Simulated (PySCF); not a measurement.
# The first ionisation energy along the 3d series

Calculated with PySCF 2.14 from differences of total energies of unrestricted determinants, without spin-orbit coupling. Values in eV. The last column holds reference values (NIST; (s) semi-empirical, (t) theoretical, else measured). Unmarked ones compare directly (S terms, centres of terms, or small fine structure); those marked * lie between the lowest fine-structure levels and include a spin-orbit shift.

```json
{"element": "Sc (x2c-QZVPPall, spin-free X2C)", "configurations": "[Ar] 3d1 4s2 → [Ar] 3d1 4s1", "UHF": "5.388", "PBE": "6.526", "MP2 (valence)": "6.110", "SCS-MP2 (valence)": "6.260", "MP2 (valence and next inner shell)": "6.363", "SCS-MP2 (valence and next inner shell)": "6.443", "reference": "6.562"}
{"element": "Ti (x2c-QZVPPall, spin-free X2C)", "configurations": "[Ar] 3d2 4s2 → [Ar] 3d2 4s1", "UHF": "5.556", "PBE": "6.682", "MP2 (valence)": "6.377", "SCS-MP2 (valence)": "6.553", "MP2 (valence and next inner shell)": "6.587", "SCS-MP2 (valence and next inner shell)": "6.682", "reference": "6.828"}
{"element": "V (x2c-QZVPPall, spin-free X2C)", "configurations": "[Ar] 3d3 4s2 → [Ar] 3d4", "UHF": "6.178", "PBE": "6.372", "MP2 (valence)": "6.573", "SCS-MP2 (valence)": "7.101", "MP2 (valence and next inner shell)": "6.363", "SCS-MP2 (valence and next inner shell)": "6.823", "reference": "6.732"}
{"element": "Cr (x2c-QZVPPall, spin-free X2C)", "configurations": "[Ar] 3d5 4s1 → [Ar] 3d5", "UHF": "6.008", "PBE": "7.388", "MP2 (valence)": "6.511", "SCS-MP2 (valence)": "6.176", "MP2 (valence and next inner shell)": "6.759", "SCS-MP2 (valence and next inner shell)": "6.409", "reference": "6.767"}
{"element": "Mn (x2c-QZVPPall, spin-free X2C)", "configurations": "[Ar] 3d5 4s2 → [Ar] 3d5 4s1", "UHF": "6.021", "PBE": "7.235", "MP2 (valence)": "7.038", "SCS-MP2 (valence)": "7.263", "MP2 (valence and next inner shell)": "7.149", "SCS-MP2 (valence and next inner shell)": "7.271", "reference": "7.434"}
{"element": "Fe (x2c-QZVPPall, spin-free X2C)", "configurations": "[Ar] 3d6 4s2 → [Ar] 3d6 4s1", "UHF": "6.430", "PBE": "7.821", "MP2 (valence)": "7.534", "SCS-MP2 (valence)": "7.722", "MP2 (valence and next inner shell)": "7.640", "SCS-MP2 (valence and next inner shell)": "7.740", "reference": "7.904"}
{"element": "Co (x2c-QZVPPall, spin-free X2C)", "configurations": "[Ar] 3d7 4s2 → [Ar] 3d8", "UHF": "8.297", "PBE": "7.768", "MP2 (valence)": "7.418", "SCS-MP2 (valence)": "7.439", "MP2 (valence and next inner shell)": "7.092", "SCS-MP2 (valence and next inner shell)": "7.228", "reference": "7.869"}
{"element": "Ni (x2c-QZVPPall, spin-free X2C)", "configurations": "[Ar] 3d8 4s2 → [Ar] 3d9", "UHF": "8.229", "PBE": "7.669", "MP2 (valence)": "6.978", "SCS-MP2 (valence)": "7.181", "MP2 (valence and next inner shell)": "6.537", "SCS-MP2 (valence and next inner shell)": "6.850", "reference": "7.640 *"}
{"element": "Cu (x2c-QZVPPall, spin-free X2C)", "configurations": "[Ar] 3d10 4s1 → [Ar] 3d10", "UHF": "6.580", "PBE": "8.369", "MP2 (valence)": "7.652", "SCS-MP2 (valence)": "7.484", "MP2 (valence and next inner shell)": "7.738", "SCS-MP2 (valence and next inner shell)": "7.540", "reference": "7.726"}
{"element": "Zn (x2c-QZVPPall, spin-free X2C)", "configurations": "[Ar] 3d10 4s2 → [Ar] 3d10 4s1", "UHF": "7.777", "PBE": "9.590", "MP2 (valence)": "9.192", "SCS-MP2 (valence)": "9.206", "MP2 (valence and next inner shell)": "9.254", "SCS-MP2 (valence and next inner shell)": "9.244", "reference": "9.394"}
```

```csv
method,elements,mean error (eV),mean absolute error (eV),largest error (eV)
UHF,9,-0.998,1.093,-1.617
PBE,9,0.059,0.265,0.642
MP2 (valence),9,-0.312,0.312,-0.452
SCS-MP2 (valence),9,-0.224,0.306,-0.591
MP2 (valence and next inner shell),9,-0.252,0.255,-0.777
SCS-MP2 (valence and next inner shell),9,-0.204,0.224,-0.641
```

Errors include the incompleteness of the basis and the frozen core.

"Valence" correlates the outer s and p shells and, in groups 3 to 12 and the f block, the outer d or f shell, open or full, or the next shell where the ion has no valence electron left; the wider scheme adds the next inner shell.
